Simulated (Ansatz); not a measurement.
Molecule: C$_{3}$H$_{8}$BO (charge 0, doublet). It need not be the lowest isomer of its formula. 
Geometry from a B3LYP-D3(BJ)/def2-TZVP (Ansatz, a program for electronic structure) optimisation:
SMILES: [CH2]OB(C)C
```xyz
13

C      1.9857     0.1765     0.0518
O      0.8674    -0.5453    -0.1655
B     -0.4275    -0.0863    -0.0258
C     -1.5601    -1.1231    -0.3382
C     -0.7119     1.3954     0.4223
H      1.9189     1.2076     0.3635
H      2.9167    -0.3421    -0.1056
H     -1.1821    -2.1020    -0.6344
H     -2.2127    -0.7472    -1.1341
H     -2.2114    -1.2512     0.5335
H     -1.7781     1.6125     0.4887
H     -0.2681     2.1148    -0.2746
H     -0.2668     1.6086     1.4003
```
Charge 0, spin multiplicity 2.

Wanted: atomisation energy (electronic, to ground-state atoms), in kcal/mol. Correlated levels leave the core frozen unless marked. Open shells are spin-unrestricted. No spin-orbit coupling. No relativistic terms. The coupled-cluster limit lacks core correlation, which all-electron functionals hold. Basis-set limits of correlation are two-point, X^-3; Hartree-Fock from the larger set. [CCSD(T)-MP2]/basis is that difference in the basis named.

| level | program | atomisation energy (kcal/mol) |
|---|---|---|
| r2SCAN/def2-TZVPD | Ansatz | 1233.7 |
| wB97M-V/def2-TZVPD | Ansatz | 1228.5 |
| MP2/6-31G | Ansatz | 1061.7 |
| MP2/cc-pVTZ | Ansatz | 1211.8 |
| CCSD/6-31G | Ansatz | 1050.6 |
| CCSD/cc-pVTZ | Ansatz | 1181.3 |
| CCSD(T)/cc-pVTZ | Ansatz | 1196.0 |
| CCSD(T) with core electrons/cc-pwCVTZ | Ansatz | 1202.2 |
| RI-MP2/CBS(cc-pVTZ,cc-pVQZ)+[CCSD(T)-MP2]/cc-pVDZ | Ansatz | 1223.5 |
| CCSD(T)/CBS(cc-pVTZ,cc-pVQZ) | Ansatz | 1221.7 |
